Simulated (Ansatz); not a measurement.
A run for Ansatz (a program for electronic structure): R-SVWN5/def2-TZVPP on H2 (SMILES [H][H]).

Ansatz 0.2 input:
```yaml
crystal:
  periodic: [false, false, false]
  atoms:
    - {symbol: H, position_ang: [0.00000000, -0.00000000, 0.38043305]}
    - {symbol: H, position_ang: [-0.00000000, 0.00000000, -0.38043305]}
basis:
  gaussian:
    orbitals: def2-TZVPP
hamiltonian:
  xc: {name: SVWN5}
scf: {lower_state_search: off}
```

Output:

```
WARN ansatz: RAYON_NUM_THREADS=4 ignored (pool sized by the plan → 4); use --threads N
Functional definition: SVWN5
these checks for a lower state are left out or cut short: stability, starts, cluster_reference, orbital_swaps, neighbouring_geometries, increment
integrals: 0.00 GiB planned
118 factors; their error is unknown
mean field: 0.05 GiB planned
mean field evaluation 1: about -30.6176 eV, gradient 9.7e0 eV
mean field evaluation 2: about -30.9087 eV, gradient 3.3e0 eV
mean field evaluation 4: about -30.9472 eV, gradient 4.1e-2 eV
mean field evaluation 8: about -30.9459 eV, gradient 4.4e-5 eV
mean field -30.94587633 eV, -1.1372399791 hartree, gradient 1.1e-6 eV, S^2 0.000000; 0 other end points of the search recorded, 0 dependent functions left out
reference -30.94589707 eV, -1.1372407416 hartree; 1, 1 occupied and 27, 27 virtual orbitals, 118 factors
Total energy: -30.94589707 eV, -1.1372407416 hartree
Checks for a lower state left out: stability, starts, cluster_reference, orbital_swaps, neighbouring_geometries, increment
```

The calculation finished and met its thresholds.

Cost: about 0.20 core-seconds (a rough figure).
